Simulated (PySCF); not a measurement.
Bonds (- single, = double, # triple, : aromatic): O1=C2, C2-C3, C3=C4, C4-Si5, Si5-C6, C6-C7, C7-C8, C8-C9, C8-C3, C9-C6. C2 carries H10; C4 carries H11; Si5 carries H12, H13; C6 carries H14; C7 carries H15, H16; C8 carries H17; C9 carries H18, H19. Stereochemistry as in O=CC1=C[SiH2][C@H]2C[C@@H]1C2. H16, H19 are cis to C3 on the ring; H15, H18 are trans to C3 on the ring.

[PySCF 2.14: PBE0/pcSseg-1 with gauge-including orbitals; geometry from GFN2-xTB; relativity neglected; one computed conformer; fast rotation and ring inversion assumed for equivalent nuclei; no solvent model]

Chemical shifts δ = σref − σ; ¹³C (186.93 ppm), ¹H (31.72 ppm), ²⁹Si (349.16 ppm) vs TMS; ¹⁷O (336.08 ppm) against H2O, all at this level.

```json
{"atoms": "C8", "nucleus": "¹³C", "count": "1", "Hirshfeld charge": "-0.03", "δ (ppm)": "31.3"}
{"atoms": "C2", "nucleus": "¹³C", "count": "1", "Hirshfeld charge": "0.12", "δ (ppm)": "195.7"}
{"atoms": "C6", "nucleus": "¹³C", "count": "1", "Hirshfeld charge": "-0.11", "δ (ppm)": "17.3"}
{"atoms": "C3", "nucleus": "¹³C", "count": "1", "Hirshfeld charge": "0.01", "δ (ppm)": "177.9"}
{"atoms": "Si5", "nucleus": "²⁹Si", "count": "1", "Hirshfeld charge": "0.34", "δ (ppm)": "?"}
{"atoms": "O1", "nucleus": "¹⁷O", "count": "1", "Hirshfeld charge": "-0.22", "δ (ppm)": "?"}
{"atoms": "C4", "nucleus": "¹³C", "count": "1", "Hirshfeld charge": "-0.12", "δ (ppm)": "147.7"}
{"atoms": "H15/H18", "nucleus": "¹H", "count": "2", "Hirshfeld charge": "0.04", "δ (ppm)": "2.72"}
{"atoms": "H17", "nucleus": "¹H", "count": "1", "Hirshfeld charge": "0.03", "δ (ppm)": "3.48"}
{"atoms": "H16/H19", "nucleus": "¹H", "count": "2", "Hirshfeld charge": "0.03", "δ (ppm)": "?"}
{"atoms": "H10", "nucleus": "¹H", "count": "1", "Hirshfeld charge": "0.04", "δ (ppm)": "9.63"}
{"atoms": "H14", "nucleus": "¹H", "count": "1", "Hirshfeld charge": "0.03", "δ (ppm)": "1.92"}
{"atoms": "H12/H13", "nucleus": "¹H", "count": "2", "Hirshfeld charge": "-0.07", "δ (ppm)": "?"}
{"atoms": "C7/C9", "nucleus": "¹³C", "count": "2", "Hirshfeld charge": "-0.07", "δ (ppm)": "?"}
{"atoms": "H11", "nucleus": "¹H", "count": "1", "Hirshfeld charge": "0.04", "δ (ppm)": "6.90"}
```

Complete the table.

Answers


- C7/C9: 35.8 ppm, sp3 CH2 in a ring; saturated and bonded to C and H only
- H12/H13: 4.70 ppm, hydrogen on a silicon bonded to 2 C, in a 6-membered ring
- H16/H19: 1.51 ppm, hydrogen on an sp3 CH2 in a ring
- O1: 675.9 ppm, aldehyde oxygen
- Si5: -43.1 ppm, silicon bonded to 2 C, 2 H, in a 6-membered ring

Shifts are as computed. Against solution values, carbons near 30 ppm lie about +3 ppm off and those near 130 ppm about +5 ppm. Of 1211 compounds with measured shifts, 218 miss one by over three times the rms of a fit or turn the order of signals round; such compounds aren't used in these exercises. Unscaled 17O shifts of doubly bonded oxygen tend to come out too high, by tens of ppm or more. Experimental scales use liquid or dissolved standards, which lie at an offset from isolated H2O (liquid H2O: subtract about 36 ppm).
